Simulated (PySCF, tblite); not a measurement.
Isomers of C6H7FN2Si. Computed with GFN2-xTB (tblite): harmonic, unscaled wavenumbers at the GFN2-xTB geometry, gas phase. Errors from tens to a few hundred cm⁻¹ against measured bands are possible. Modes of hydrogen on silicon can be 10 to 20 % off. One conformer each.

Electronic energies: PBE0/pcSseg-1 single points on the GFN2-xTB geometries (PySCF, gas phase).

```
                  SMILES  electronic energy, lowest = 0 (kJ/mol)
  N#C/C=C(/CC#N)C[SiH2]F                                     0.0
  N#C/C=C(\CC#N)C[SiH2]F                                     2.6
 C[Si@]1(N)C=CC(C#N)=C1F                                    44.7
CN[Si@H]1C=C(F)C(C#N)=C1                                   108.2
    C#C[SiH2]n1ncc(F)c1C                                   206.0
```

Question: How do GFN2-xTB zero-point energies change the relative energies?

Answer: 
```csv
SMILES,ZPE (kJ/mol),of it from modes above 1550 cm⁻¹,electronic (kJ/mol),"with ZPE, lowest = 0 (kJ/mol)",lowest mode (cm⁻¹),rings
N#C/C=C(/CC#N)C[SiH2]F,297.6,156.4,0.0,0.0,33,0
N#C/C=C(\CC#N)C[SiH2]F,297.6,156.3,2.6,2.6,29,0
C[Si@]1(N)C=CC(C#N)=C1F,307.8,166.8,44.7,54.9,55,1
CN[Si@H]1C=C(F)C(C#N)=C1,305.6,158.3,108.2,116.2,53,1
C#C[SiH2]n1ncc(F)c1C,298.2,143.6,206.0,206.6,34,1
```

The zero-point energies span 10.2 kJ/mol, from `N#C/C=C(\CC#N)C[SiH2]F` to `C[Si@]1(N)C=CC(C#N)=C1F`. The order is unchanged.

Question: And how do the electronic energies of GFN2-xTB itself compare?

Answer: `N#C/C=C(/CC#N)C[SiH2]F` 0.0; `N#C/C=C(\CC#N)C[SiH2]F` 1.8; `C[Si@]1(N)C=CC(C#N)=C1F` 168.9; `CN[Si@H]1C=C(F)C(C#N)=C1` 143.5; `C#C[SiH2]n1ncc(F)c1C` 67.0 kJ/mol, lowest = 0. Against the energies above, taken from the same isomer `N#C/C=C(/CC#N)C[SiH2]F`, the largest difference is 139.0 kJ/mol.

Question: What do entropy and thermal enthalpy add at 298.15 K and 1 bar (rigid rotor, harmonic oscillator, one conformer each)?

Answer: 
```
                  SMILES  point group  symmetry number  S (J/(mol K))  H − H(0) (kJ/mol)  ZPE + H − H(0) − TS (kJ/mol)
  N#C/C=C(/CC#N)C[SiH2]F           C1                1          460.2              33.26                         193.6
  N#C/C=C(\CC#N)C[SiH2]F           C1                1          460.8              33.25                         193.4
 C[Si@]1(N)C=CC(C#N)=C1F           C1                1          447.2              33.76                         208.2
CN[Si@H]1C=C(F)C(C#N)=C1           C1                1          437.1              31.91                         207.1
    C#C[SiH2]n1ncc(F)c1C           C1                1          440.5              32.03                         198.9
```
